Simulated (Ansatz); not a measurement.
Two structures of HfH2Cl4, singlet, reached by relaxing down either side of one saddle point (PBE0-D4/def2-TZVP). Energies are electronic, without zero-point energy. Program: Ansatz 0.2.0. Basis: def2-TZVPP and def2-QZVPP. Cores are frozen in the correlated methods. Core potentials replace the inner electrons of the atoms past krypton. Extrapolation: Hartree–Fock as exp(−7.88 √X), correlation as X^−2.97. First:

Hf1  (-0.496, -0.680, -0.583)
Cl2  (1.269, 0.229, -1.784)
Cl3  (-1.572, -2.249, -1.905)
Cl4  (0.294, -1.726, 1.331)
Cl5  (-2.005, 0.984, -0.012)
H6  (1.334, 1.924, 1.174)
H7  (1.177, 1.517, 1.780)
(Å)

Second:

```xyz
7
angstrom
Hf -0.4642 -0.4710 0.3692
Cl 0.9195 1.2753 -1.6537
Cl -0.0587 -2.0869 -1.2672
Cl -1.0644 -1.6459 2.2712
Cl -2.1944 1.0516 -0.0030
H 1.8018 1.5781 -0.7717
H 1.0603 0.2988 1.0552
```

Which bonds change from the first to the second?

HfCl₄ ([Cl][Hf]([Cl])([Cl])[Cl]) + H₂ → HfHCl₃ ([Cl][HfH]([Cl])[Cl]) + HCl (still joined by a long Hf–Cl bond); bonds formed: Hf1–H7, Cl2–H6; bonds broken: H6–H7; bonds weakened to dative contacts: Hf1–Cl2.

Give the saddle point's structure and its height above each. (To be estimated.)

Computed: 41.87 kcal/mol above the first and 0.75 kcal/mol above the second (CCSD(T) at an estimated basis limit (MP2 extrapolated from triple and quadruple zeta, plus CCSD(T) − MP2 in triple zeta)).
```
7
angstrom
Hf -0.4332 -0.4198 0.3043
Cl 0.9461 1.3079 -1.6582
Cl -0.0637 -2.0795 -1.2919
Cl -0.9492 -1.5604 2.2495
Cl -2.2095 1.0537 -0.0281
H 1.6004 1.3185 -0.5374
H 1.1092 0.3796 0.9616
```

No T1 diagnostic of these runs exceeds 0.015.

Labels in which every atom is bracketed show which atoms are joined, not bond orders.

For scale, one of the runs: CCSD(T)/def2-TZVPP, 252 basis functions, launched by `ansatz run in.yaml --threads 8 --pin off --events-out ev --progress --plain --max-ram 19148MiB`. Time: 2.4 min of wall clock on 8 CPU threads of an Arm Neoverse V1; the host was shared. Peak host memory: 5.5 GiB.
